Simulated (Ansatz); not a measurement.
Consider the ligand exchange at a Ge–O bond: `[OH][Ge]([F])([Cl])[Cl]` + H₂S → `[F][Ge]([SH])([Cl])[Cl]` + H₂O.

Program: Ansatz. Geometries: PBE0-D4/def2-TZVP. ΔE: electronic, gas phase. CCSD(T)/CBS is the MP2 limit (def2-TZVPP, def2-QZVPP) plus CCSD(T) − MP2 in def2-TZVPP, frozen cores. This one scheme is used for every species. DFT in def2-TZVPP. HSE06 is defined as in plane-wave codes. For Ge outer-core shells are correlated without core-valence functions, which leaves a few kJ/mol of doubt a bond. Scalar relativity is left out up to krypton. One conformer a species, not always the lowest.

Task: Is it downhill or uphill in electronic energy at CCSD(T)/CBS, and by how much? (Estimate.)

Result: Computed: Downhill: ΔE = -13.1 kJ/mol.

Task: What do these levels give: BLYP-D4, r2SCAN-D4, r2SCANh-D4, HSE06-D4, CAM-B3LYP-D4, PBE0, r2SCAN0, CCSD(T)/def2-SVP, MP2/def2-QZVPP, HF/CBS(def2), MP2/CBS(def2), CCSD/CBS(def2)? (An estimate is asked.)

Result: Ansatz gave: BLYP-D4 -14.4, r2SCAN-D4 -10.7, r2SCANh-D4 -11.1, HSE06-D4 -18.1, CAM-B3LYP-D4 -5.4, PBE0 -14.8, r2SCAN0 -10.5, CCSD(T)/def2-SVP 4.2, MP2/def2-QZVPP -14.4, HF/CBS(def2) 6.0, MP2/CBS(def2) -17.8, CCSD/CBS(def2) -11.0 kJ/mol.

Largest T1 diagnostic among the species: 0.011.

Leaving LDA and LC-ωPBE aside and taking each functional with its dispersion term where it has one, the values, not all of them listed here, spread over 14.8 kJ/mol, from revPBE-D4 to CAM-B3LYP-D4. The D4 term adds −5.9 kJ/mol with B3LYP and −3.2 kJ/mol with PBE0; it sums over pairs of atoms, weighted by their polarisabilities, and B3LYP, whose exchange is more repulsive, gets the larger term. From BLYP to BHLYP (50 % exact exchange), in def2-TZVPP and without D4, ΔE moves by +4.1 kJ/mol.

B3LYP here is the variant with VWN-RPA as its local correlation; programs differ in this.
